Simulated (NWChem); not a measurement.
C2H3Br; SMILES C=CBr

All runs: NWChem. Coordinates come from a B3LYP/6-31G* (spherical d) optimisation. Ions are spin-unrestricted doublets at the neutral geometry; other ion states weren't tried.

Problem. Order these by “−ε(HOMO) (eV)”, lowest first: Hartree-Fock/aug-cc-pVDZ; M06-2X/aug-cc-pVDZ; B3LYP/aug-cc-pVDZ.

Solution. B3LYP/aug-cc-pVDZ (7.26), M06-2X/aug-cc-pVDZ (8.63), Hartree-Fock/aug-cc-pVDZ (9.98)
